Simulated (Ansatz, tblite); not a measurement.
Cost and result up the ladder for (H2Al-mu-PH2)2 (Al2P2H8) (12 atoms). The state is a singlet with charge 0. Geometry: PBE0-D4/def2-SVP.

```xyz
12

Al    0.793   -0.021    1.640
H     1.947    1.042    1.902
H     0.274   -1.099    2.689
P     1.116   -1.077   -0.553
Al   -0.790    0.024   -1.641
H    -1.946   -1.037   -1.906
H    -0.269    1.102   -2.689
P    -1.116    1.076    0.553
H     2.376   -0.849   -1.157
H     1.076   -2.492   -0.555
H    -1.085    2.492    0.560
H    -2.376    0.839    1.156
```

Ansatz on 4 threads of Arm Neoverse V2 on a shared host; xTB runs through tblite on one thread. Times are rough, summed over both states, and most runs start from the orbitals of an earlier one. PBE0-D4/def2-TZVP serves as the yardstick here, not as an exact answer. The other state is a doublet.

The xTB rows come from tblite.

Raw xTB energies of ions are shifted by several eV.

```csv
level,functions,wall time,vertical IE (eV),difference from PBE0-D4/def2-TZVP (eV)
GFN2-xTB,44,0.012 s,12.97,3.81
GFN1-xTB,52,0.015 s,13.26,4.11
PBE-D4/def2-TZVP,196,5.9 s,8.78,-0.37
PBE0-D4/def2-TZVP,196,9.1 s,9.15,0.00
r2SCAN-D4/def2-TZVP,196,12 s,8.93,-0.22
```
